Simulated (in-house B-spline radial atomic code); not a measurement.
Te⁺. Computed with a B-spline radial atomic code. Model: non-relativistic spherical atom: semilocal Troullier-Martins pseudo-atom, one channel per l, against all electrons, high spin, G0W0 and RPA with empty states to l = 8, local potential for every l without a channel, a model core (radius 0 = none) keeps its share of the functional.

Without relativity these are model numbers for so heavy an element.

What the tables leave out is listed at the end.

The pseudopotential gives back the lowest level of each angular momentum of its own functional in the configuration it was made in; a second state of the same l is only approximately right. Exact exchange, RPA and GW see the smooth pseudo-orbitals and miss the exchange with the core, for which the functional's share stands in. The column with an uncorrelated core keeps all orbitals and exact exchange, and so separates missing core correlation from pseudisation. Only the three outermost levels and the lowest empty one were computed. RPA here is direct RPA, with no exchange kernel, and its energies carry an (l + 1/2)⁻⁴ tail. A hybrid on a potential with a model core restores only its own semilocal share of the core's exchange.

Command:
```bash
python run_psgw.py task.json out
```
Settings (lengths in bohr, energies in hartree):
```
Z                      52
electrons              51
configuration          [Kr] 4d10 5s2 5p3
generated_in           [Kr] 4d10 5s2 5p3
functional             pbe,pbe
core_shells            8
radius_factor          0.8
core_correction        False
```

Run time, properties included: 46 s on 1 thread of Arm Neoverse N1, on a shared host.

Given: made with PBE; model core radius 0 bohr; local radius 0.807 bohr; mean-field start PBE.

Valence shells of the generating configuration: 4d, 5s, 5p.

Channel: s 1.476, p 1.698, d 0.65 (radii in bohr).

Computed: largest level miss in the spin-unpolarised generating configuration 0.002 eV; valence RPA correlation energy pseudo -1.3306 hartree; all-electron RPA polarisability, core included 19.953 bohr³; pseudo-atom RPA polarisability 19.96 bohr³.

```tsv
level	occupied	mean-field all-electron (eV)	mean-field pseudo minus all (eV)	G0W0 all-electron (eV)	G0W0 uncorrelated core minus all (eV)	G0W0 pseudo minus all (eV)	exchange self-energy all-electron (eV)	exchange self-energy pseudo (eV)
5p up	1	-14.538	-0.016	-18.853	0.011	-0.39	-17.439	-16.627
5s down	1	-20.767	0.074	-25.077	0.048	-0.383	-16.344	-14.369
5p down (empty)	0	-12.258	0.059	-9.2575	0.029	-0.355	-5.3162	-4.5001
```

Problem. What is the valence RPA correlation energy all-electron orbitals?

Solution. -0.87053 hartree.

Given: mean-field start PBE0.

Computed: valence RPA correlation energy all-electron orbitals -0.82414 hartree; all-electron RPA polarisability, core included 17.773 bohr³; pseudo-atom RPA polarisability 17.286 bohr³.

| level | occupied | mean-field all-electron (eV) | mean-field pseudo minus all (eV) | G0W0 all-electron (eV) | G0W0 uncorrelated core minus all (eV) | G0W0 pseudo minus all (eV) | exchange self-energy all-electron (eV) | exchange self-energy pseudo (eV) |
| --- | --- | --- | --- | --- | --- | --- | --- | --- |
| 5p up | 1 | -15.79 | -0.166 | -19.017 | 0.013 | -0.398 | -17.432 | -16.928 |
| 5s down | 1 | -21.711 | 0.059 | -25.107 | 0.052 | -0.338 | -16.167 | -14.333 |
| 5p down (empty) | 0 | -11.207 | -0.075 | -9.0768 | 0.03 | -0.248 | -5.0398 | -4.432 |

Problem. What is the valence RPA correlation energy pseudo?

Solution. -1.2755 hartree.

Given: mean-field start Hartree-Fock.

Computed: valence RPA correlation energy all-electron orbitals -0.71351 hartree; valence RPA correlation energy pseudo -1.1377 hartree; pseudo-atom RPA polarisability 12.744 bohr³.

```tsv
level	occupied	mean-field all-electron (eV)	mean-field pseudo minus all (eV)	G0W0 all-electron (eV)	G0W0 uncorrelated core minus all (eV)	G0W0 pseudo minus all (eV)	exchange self-energy all-electron (eV)	exchange self-energy pseudo (eV)
5p up	1	-18.78	-0.867	-19.337	0.016	-0.336	-17.178	-17.652
5s down	?	?	?	?	?	?	?	?
5s up	1	-30.34	-0.483	-28.674	0.037	-0.38	-22.627	-21.851
5p down (empty)	0	-7.1578	-0.325	-8.7821	0.026	-0.005	-3.9792	-3.9157
```

Problem. What belongs in the row 5s down?

Solution. occupied: 1; mean-field all-electron (eV): -23.167; mean-field pseudo minus all (eV): 0.086; G0W0 all-electron (eV): -25.111; G0W0 uncorrelated core minus all (eV): 0.058; G0W0 pseudo minus all (eV): -0.057; exchange self-energy all-electron (eV): -15.584; exchange self-energy pseudo (eV): -14.091.

Problem. What is the all-electron RPA polarisability, core included?

Solution. 14.222 bohr³.

Among the listed levels the largest G0W0 shift of the pseudo-atom is -0.40 eV, for 5p up on the PBE0 start, while leaving the core uncorrelated moves that level by +0.01 eV. So pseudisation and the lost core exchange, not the missing core correlation, make the error. Not in the tables (levels of low weight, unsolved or above zero; the highest and the empty levels are kept at any weight): on PBE the G0W0 levels 5s up (pseudo minus all -0.12 eV, weights 0.19 and 0.21); on PBE0 the G0W0 levels 5s up (pseudo minus all -0.15 eV, weights 0.31 and 0.36).
